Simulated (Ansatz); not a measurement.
Ansatz (a program for electronic structure) job for Al(Br)(Me)(NH2) (CH5AlBrN), SMILES [NH2][Al]([Br])[CH3], PBE/def2-SVPD. Coordinates come from a TPSSh-D3(BJ)/def2-SVP optimisation. The structure was generated by enumeration; whether it is a known compound was not checked. Other conformers were not sampled.

Ansatz 0.2 input:
```yaml
crystal:
  periodic: [false, false, false]
  atoms:
    - {symbol: Al, position_ang: [0.64639750, 0.66553468, 0.20885961]}
    - {symbol: Br, position_ang: [-0.89048523, -0.94381397, -0.27309898]}
    - {symbol: C, position_ang: [0.62913502, 2.37212228, -0.73577378]}
    - {symbol: H, position_ang: [0.75701565, 2.22213562, -1.82174584]}
    - {symbol: H, position_ang: [1.42779951, 3.04983525, -0.39064019]}
    - {symbol: H, position_ang: [-0.33691891, 2.88790552, -0.59849541]}
    - {symbol: N, position_ang: [1.81882464, 0.25147493, 1.47076304]}
    - {symbol: H, position_ang: [2.56474727, 0.86063716, 1.79897426]}
    - {symbol: H, position_ang: [1.84458949, -0.63203331, 1.97449803]}
basis:
  gaussian:
    orbitals: def2-SVPD
hamiltonian:
  xc: {name: PBE}
```

Output:

```
WARN ansatz: RAYON_NUM_THREADS=1 ignored (pool sized by the plan → 1); use --threads N
Functional definition: PBE
integrals: 0.09 GiB planned
1332 factors; their error is unknown
mean field: 0.51 GiB planned
mean field evaluation 1: about -79209.5144 eV, gradient 8.4e1 eV
mean field evaluation 2: about -79159.9605 eV, gradient 1.4e2 eV
mean field evaluation 4: about -79224.6830 eV, gradient 1.7e1 eV
mean field evaluation 8: about -79225.3346 eV, gradient 2.5e-1 eV
mean field evaluation 16: about -79225.2626 eV, gradient 1.7e-4 eV
mean field -79225.26261544 eV, -2911.4747003058 hartree, gradient 7.5e-5 eV, S^2 0.000000; 0 other end points of the search recorded, 0 dependent functions left out
reference -79225.26267084 eV, -2911.4747023415 hartree; 33, 33 occupied and 112, 112 virtual orbitals, 1332 factors
Total energy: -79225.26267084 eV, -2911.4747023415 hartree
```

The run converged.

Cost: roughly 2.5 core-seconds.
